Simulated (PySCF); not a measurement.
# Computed records: AlBFH4N, AlBH5N2, AlBClH3N

Computed with PySCF 2.14.0. Calculation on a computer-drawn molecule: the log of a Hartree-Fock and frozen-core CCSD(T) single point meant for a local Hartree-Fock minimum, with one planted fault or none, to be diagnosed. Offsets are logged minus clean, where the clean run is the same molecule without the fault. The reference is restricted for singlets and unrestricted otherwise, and also for a bond in bohr or an excited solution. Adding or removing an electron swaps singlet and doublet. The excited solution moves the top pair (singlet) or top alpha electron (doublet) to the lowest empty orbital. Highest occupied and lowest empty are orbital energies over both spins, largest force is the largest gradient component, triples share is (T) over the correlation energy, the T1 limit is 0.02 restricted and 0.045 unrestricted, electrons count all cores, a negative frequency is imaginary (commonest isotopes), and the dipole is about the centre of nuclear charge.

Common to all runs: meant charge 0; meant basis cc-pV(D+d)Z; logged SCF converged yes; logged CC converged yes; logged SCF stable within its kind yes; possible faults no fault, one electron removed, one electron added, multiplicity raised by two, geometry at a saddle point, SCF held on an excited solution, minimal basis STO-3G, one bond length entered in bohr, all coordinates scaled.

```json
{"entry": 1, "formula": "AlBFH4N", "logged_structure": {"atoms_angstrom": [["N", -1.2967, -1.5968, -1.2824], ["B", -0.2215, -0.7689, -1.5822], ["Al", 0.6268, 0.4573, -0.0282], ["F", -0.0895, 0.3219, 1.4732], ["H", -1.7098, -1.661, -0.3744], ["H", -1.7354, -2.19, -1.9584], ["H", 0.179, -0.789, -2.7202], ["H", 1.8326, 1.4776, -0.0787]]}, "given": {"meant_multiplicity": 1, "logged_electrons": 39, "logged_basis_functions": 85, "logged_spin_squared": 0.7702, "logged_highest_occupied [eV]": 0.41904, "logged_lowest_empty [eV]": 7.41, "logged_largest_force [hartree/bohr]": 0.032506, "logged_T1_diagnostic": 0.016844, "logged_D1_diagnostic": 0.064153, "logged_triples_share": 0.022611, "logged_dipole_magnitude [debye]": 4.7581, "logged_energy_HF [hartree]": -422.89783, "logged_energy_CCSD(T) [hartree]": -423.46186, "drawn_bonds_atom": [1, 2, 3, 1, 1, 2, 3], "drawn_bonds_other_atom": [2, 3, 4, 5, 6, 7, 8], "drawn_bonds_order": [1, 1, 1, 1, 1, 1, 1]}, "results": {"planted_fault": "one electron added", "HF_energy_offset_from_clean_run [kcal/mol]": 19.51, "CCSD(T)_energy_offset_from_clean_run [kcal/mol]": 12.82}, "notes": ["highest electron not bound in this basis"]}
{"entry": 2, "formula": "AlBH5N2", "logged_structure": {"atoms_angstrom": [["N", 0.1255, -0.2863, -0.4112], ["B", 0.5249, -1.5884, -0.7961], ["N", -0.3905, -2.4532, -1.4442], ["Al", 2.5594, -2.2926, -0.3987], ["H", 0.7341, 0.356, 0.0467], ["H", -0.7914, 0.0821, -0.5698], ["H", -1.3357, -2.2014, -1.658], ["H", -0.1549, -3.3772, -1.7336], ["H", 2.9855, -3.7752, -0.8461]]}, "given": {"meant_multiplicity": 2, "logged_electrons": 37, "logged_basis_functions": 90, "logged_spin_squared": 3.756, "logged_highest_occupied [eV]": -5.9412, "logged_lowest_empty [eV]": -0.63116, "logged_largest_force [hartree/bohr]": 0.076869, "logged_T1_diagnostic": 0.025706, "logged_D1_diagnostic": 0.1378, "logged_triples_share": 0.028591, "logged_dipole_magnitude [debye]": 4.7991, "logged_energy_HF [hartree]": -378.35346, "logged_energy_CCSD(T) [hartree]": -378.86425, "drawn_bonds_atom": [1, 2, 2, 1, 1, 3, 3, 4], "drawn_bonds_other_atom": [2, 3, 4, 5, 6, 7, 8, 9], "drawn_bonds_order": [1, 1, 1, 1, 1, 1, 1, 1]}, "results": {"planted_fault": "multiplicity raised by two", "HF_energy_offset_from_clean_run [kcal/mol]": 63.68, "CCSD(T)_energy_offset_from_clean_run [kcal/mol]": 73.88}}
{"entry": 3, "formula": "AlBClH3N", "logged_structure": {"atoms_angstrom": [["N", 0.1743, -3.3437, 1.0364], ["B", 0.0425, -1.9841, 1.006], ["Al", -0.1467, 0.028, 0.9696], ["Cl", -1.142, 0.9157, -0.6948], ["H", 0.9546, -3.8284, 0.6366], ["H", -0.5086, -3.9523, 1.445], ["H", 0.3904, 0.9908, 2.0869]]}, "given": {"meant_multiplicity": 2, "logged_electrons": 45, "logged_basis_functions": 89, "logged_spin_squared": 0.7601, "logged_highest_occupied [eV]": -7.4826, "logged_lowest_empty [eV]": 1.3103, "logged_largest_force [hartree/bohr]": 2.2386e-05, "logged_lowest_frequency [cm^-1]": 103.47, "logged_T1_diagnostic": 0.01457, "logged_D1_diagnostic": 0.051102, "logged_triples_share": 0.026333, "logged_dipole_magnitude [debye]": 4.8013, "logged_energy_HF [hartree]": -782.37214, "logged_energy_CCSD(T) [hartree]": -782.85684, "drawn_bonds_atom": [1, 2, 3, 1, 1, 3], "drawn_bonds_other_atom": [2, 3, 4, 5, 6, 7], "drawn_bonds_order": [1, 1, 1, 1, 1, 1]}, "results": {"planted_fault": null}}
```

To be estimated
1. Which fault was planted in the run of AlBClH3N (entry 3)?

## Answers
1. no fault

Further results for AlBClH3N (entry 3):

| Quantity | Value |
| --- | --- |
| HF energy offset from clean run | 0 kcal/mol |
| CCSD(T) energy offset from clean run | 0 kcal/mol |
